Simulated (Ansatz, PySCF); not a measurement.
C₅H₁₁N₂ (SMILES CC([NH])=NC(C)C), doublet, at a GFN2-xTB geometry. Base run: WB97X/STO-3G run with PySCF.

Geometry (Å):
```xyz
18

C      2.4189     0.9028     0.4462
C      1.3102    -0.0331     0.0790
N      1.6131    -1.1955    -0.4025
N      0.0874     0.4340     0.1097
C     -1.1341    -0.2776     0.1160
C     -2.1182     0.5332     0.9736
C     -1.6884    -0.4197    -1.3088
H      2.5032     0.9493     1.5306
H      3.3538     0.5392     0.0319
H      2.2016     1.9005     0.0760
H      0.8562    -1.8476    -0.5682
H     -1.0245    -1.2797     0.5708
H     -2.2285     1.5308     0.5578
H     -1.7455     0.6184     1.9911
H     -3.0862     0.0398     0.9889
H     -2.6531    -0.9205    -1.2829
H     -1.8077     0.5634    -1.7563
H     -1.0029    -0.9965    -1.9261
```
Charge 0, spin multiplicity 2.
Orbitals are unrestricted.
All else is at PySCF's defaults.

The same geometry, method and basis name were run in Ansatz (a first-principles code) and PySCF, at each program's defaults and at the settings that a row names. The base is PySCF at its defaults. Differences at the defaults can come from grids, fitting, cores and function types together.

```tsv
code and settings	ΔE vs base (mEh)	basis functions	E (Eh)	SCF cycles	dipole (D)
PySCF, defaults (exact integrals, its default grid, spherical functions)	0.000	46	-302.72753	18	1.94
Ansatz, defaults (factorised integrals, its default grid, spherical functions)	0.004	46	-302.72753	-	-
PySCF, density fitting with def2-universal-jkfit	-2.060	46	-302.72959	18	1.94
PySCF, fine grid	0.002	46	-302.72753	18	1.94
Ansatz, high accuracy	0.001	46	-302.72753	-	-
```

Open shells are given as the SCF converged; they aren't shown to be the lowest states, and a large step between rows can be another state.
